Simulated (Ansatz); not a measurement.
Reaction (redistribution): `N[SiH](F)CF` + `CNBS` → `FC[SiH](F)S` + `CNBN`

Calculated with Ansatz (gas phase, PBE0-D4/def2-TZVP geometries, no zero-point term in ΔE). CBS: MP2 limit from def2 TZ/QZ plus the TZ coupled-cluster correction, frozen cores. Functionals use def2-TZVPP. One conformer a species, not always the lowest.

(1) Is it downhill or uphill in electronic energy at CCSD(T)/CBS, and by how much? (Best estimate.)

(2) What do these levels give: BHLYP-D4, ωB97M-V, PBE, BHLYP, CAM-B3LYP, MP2/def2-SVP? (Best estimate.)

Largest T1 diagnostic among the species: 0.012.

Answers

(1) The calculation gave: Downhill: ΔE = -12.2 kJ/mol.

(2) Computed: BHLYP-D4 -14.9, ωB97M-V -15.6, PBE -18.7, BHLYP -14.1, CAM-B3LYP -14.4, MP2/def2-SVP -14.5 kJ/mol.

Leaving LDA and LC-ωPBE aside and taking each functional with its dispersion term where it has one, the values, not all of them listed here, spread over 5.7 kJ/mol, from PBE-D4 to B2PLYP.
